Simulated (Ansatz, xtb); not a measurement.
# C5H5NOS: which of two isomers lies lower

We compare I, `O=Cc1cc(S)c[nH]1`, a singlet, with II, `O=Cc1cccn1S`, a singlet. Both are isolated molecules in the gas phase, relaxed with B3LYP-D3(BJ)/def2-SVP, each in the lowest conformer that the search found.

Problem. Estimate which is lower in electronic energy at CCSD(T)/def2-SVP + ΔMP2/def2-TZVPP, and by roughly how much.

Solution. The CCSD(T)/def2-SVP + ΔMP2/def2-TZVPP calculation puts structure I lower, by 17.7 kcal/mol.

Level by level:

```json
{"level": "B3LYP-D3(BJ)/def2-SVP", "geometry": "B3LYP-D3(BJ)/def2-SVP", "E(II) − E(I) (kcal/mol)": "+15.1", "departure from the last row (kcal/mol)": "−2.5", "job, with rough time for the two": "optimisation, 2.3 min"}
{"level": "HF/def2-SVP", "geometry": "B3LYP-D3(BJ)/def2-SVP", "E(II) − E(I) (kcal/mol)": "+23.2", "departure from the last row (kcal/mol)": "+5.6", "job, with rough time for the two": "part of the CCSD(T) run"}
{"level": "MP2/def2-SVP", "geometry": "B3LYP-D3(BJ)/def2-SVP", "E(II) − E(I) (kcal/mol)": "+18.5", "departure from the last row (kcal/mol)": "+0.9", "job, with rough time for the two": "part of the CCSD(T) run"}
{"level": "CCSD(T)/def2-SVP", "geometry": "B3LYP-D3(BJ)/def2-SVP", "E(II) − E(I) (kcal/mol)": "+18.4", "departure from the last row (kcal/mol)": "+0.7", "job, with rough time for the two": "single point"}
{"level": "CCSD(T)/def2-SVP + ΔMP2/def2-TZVPP", "geometry": "B3LYP-D3(BJ)/def2-SVP", "E(II) − E(I) (kcal/mol)": "+17.7", "departure from the last row (kcal/mol)": "", "job, with rough time for the two": "single point, 2.6 min"}
```

As drawn, II has 1 N–S, 1 C–H in place of 1 C–S, 1 N–H.

None of the levels shown reverses the order. The largest departure from CCSD(T)/def2-SVP + ΔMP2/def2-TZVPP is that of HF/def2-SVP, 5.6 kcal/mol. Levels run at GFN2-xTB geometries aren't shown. The last row adds to CCSD(T) the change of the MP2 difference between the two basis sets, here −0.7 kcal/mol.

With thermal terms from frequencies at re-optimised GFN2-xTB minima (ideal gas, soft modes damped towards free rotors, one conformer each, 298.15 K, 1 atm): on the last row, ΔE + ΔZPE = +17.7, ΔH = +17.2, ΔG = +18.3 kcal/mol.

The correlated steps freeze 12 core orbitals. Run with Ansatz 0.2.0, xtb 6.7.1; the last row on 2 threads of Arm Neoverse V1 on a shared host.
